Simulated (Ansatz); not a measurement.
CH₈AlGaSi (`C[SiH2][AlH][GaH2]`). The species carries charge 0 and has multiplicity 1. Geometry: relaxed with PBE0-D4/def2-TZVP. It is one conformer, not always the lowest.

```xyz
12

C     0.207   -2.561   -0.136
Si   -0.458   -0.896    0.439
Al    0.560    1.089   -0.610
Ga   -0.102    3.415    0.074
H    -0.303   -3.381    0.375
H     1.277   -2.643    0.069
H     0.062   -2.685   -1.211
H    -1.934   -0.844    0.196
H    -0.297   -0.785    1.922
H     1.661    0.885   -1.751
H     0.622    4.205    1.236
H    -1.295    4.202   -0.603
```

Question: What is the dipole moment at r2SCAN/def2-TZVPP? (Estimate.)

Answer: The calculation gave: 1.31 D, with components (0.42, -1.19, -0.37) D in this frame, pointing from negative to positive charge.

Question: And with PBE, B3LYP, ωB97M-V? (Best estimate.)

Answer: Ansatz gave: PBE 1.28 D, B3LYP 1.26 D, ωB97M-V 1.20 D.

Question: Give the Mulliken charges with r2SCAN, ωB97M-V, B3LYP in def2-TZVPP. (Best estimate.)

Answer: Ansatz gave: 
```tsv
atom	r2SCAN	ωB97M-V	B3LYP
C1	-0.28	-0.44	-0.38
Si2	0.08	0.04	0.12
Al3	0.40	0.29	0.33
Ga4	0.07	0.01	0.05
H5	0.08	0.12	0.11
H6	0.07	0.12	0.10
H7	0.08	0.12	0.10
H8	-0.08	-0.04	-0.08
H9	-0.08	-0.03	-0.08
H10	-0.16	-0.11	-0.13
H11	-0.09	-0.04	-0.07
H12	-0.09	-0.04	-0.07
```

B3LYP here is the variant with VWN-RPA as its local correlation; programs differ in this.
